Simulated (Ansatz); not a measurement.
An input meant for Mo2N2 (charge 0, singlet; scaled by 1.12).

```yaml
crystal:
  periodic: [false, false, false]
  atoms:
    - {symbol: Mo, position_ang: [-0.168111, 1.084553, -0.916892]}
    - {symbol: Mo, position_ang: [-0.168111, 0.784553, -0.966892]}
    - {symbol: N, position_ang: [1.496411, 0.268379, -1.624247]}
    - {symbol: N, position_ang: [-1.496399, -0.268538, 1.624406]}
basis:
  gaussian: {orbitals: def2-SVPD}
hamiltonian: {xc: {name: B2PLYP}}
scf: {lower_state_search: full}
output: {forces: true}
```

```sh
$ ansatz run in.yaml --threads 4 --pin off --events-out ev --progress --plain --max-ram 3916MiB
```

Output, abridged:

```
Functional definition: B2PLYP
1040 factors; integrals over basis functions are off by at most 5.6e-4 eV
mean field evaluation 1: about -950.5504 eV, gradient 1.2e2 eV
mean field evaluation 2: about -952.5548 eV, gradient 1.2e2 eV
mean field evaluation 4: about -796.4604 eV, gradient 2.6e2 eV
mean field evaluation 8: about -1031.0502 eV, gradient 3.4e1 eV
mean field evaluation 16: about -1036.4321 eV, gradient 1.9e-1 eV
mean field evaluation 32: about -1036.4039 eV, gradient 2.3e-1 eV
mean field evaluation 64: about -1015.6410 eV, gradient 4.9e1 eV
mean field evaluation 96: about -1025.0360 eV, gradient 2.1e1 eV
mean field evaluation 128: about -1036.3791 eV, gradient 4.6e-1 eV
mean field evaluation 160: about -1036.4095 eV, gradient 2.2e0 eV
mean field evaluation 192: about -1027.5949 eV, gradient 5.2e1 eV
mean field evaluation 224: about -1036.4164 eV, gradient 3.1e-1 eV
mean field evaluation 256: about -1034.2387 eV, gradient 1.5e0 eV
a density is far from that of the atoms, so the factors are made again for it
1296 factors; integrals over basis functions are off by at most 4.4e-5 eV
mean field evaluation 288: about -1021.3667 eV, gradient 7.1e1 eV
mean field evaluation 320: about -1036.0729 eV, gradient 5.1e0 eV
mean field evaluation 352: about -1031.9673 eV, gradient 1.7e1 eV
mean field evaluation 384: about -1036.2820 eV, gradient 1.2e0 eV
mean field evaluation 416: about -555.3909 eV, gradient 4.0e2 eV
mean field evaluation 448: about -1036.4319 eV, gradient 4.1e-2 eV
mean field evaluation 480: about -1025.4928 eV, gradient 5.3e1 eV
mean field evaluation 512: about -1036.4364 eV, gradient 5.4e-2 eV
mean field -1036.43619047 eV, -38.0883274781 hartree, gradient 2.3e-6 eV, S^2 0.000000; 11 other end points of the search recorded, 0 dependent functions left out; unrestricted orbitals would lower it
2 core orbitals not correlated: weight in the atoms' cores, before any rotation towards them, 1.000 or more for the frozen orbitals, at most 0.000 for the correlated occupied ones
reference -1036.43632279 eV, -38.0883323408 hartree; 19, 19 occupied and 87, 87 virtual orbitals, 1296 factors
second order -26.22756652 eV of doubles, -0.00000000 eV of singles
Total energy: -1043.51776575 eV, -38.3485705697 hartree
Atom 0 at    -0.168111     1.084553    -0.916892 Å, force    12.256407 28204.707182  4697.445970 eV/Å
Atom 1 at    -0.168111     0.784553    -0.966892 Å, force    -3.425211 -28211.583731 -4698.900219 eV/Å
Atom 2 at     1.496411     0.268379    -1.624247 Å, force   -10.083135     5.579111     4.148887 eV/Å
Atom 3 at    -1.496399    -0.268538     1.624406 Å, force     1.251939     1.297439    -2.694638 eV/Å
Dipole moment:    -0.573389     0.512431     0.181737 e Å
```

In this input one atom was put on top of another. The calculation finished and met its thresholds. The result belongs to that input, not to the species as meant.

In the def2 sets Mo takes a core potential; there is no spin–orbit coupling. Correlated methods freeze 2 core orbitals; core or outer-core shells of Mo are correlated, in sets that lack core-valence functions. The restricted singlet is unstable: a solution with broken spin symmetry lies lower.
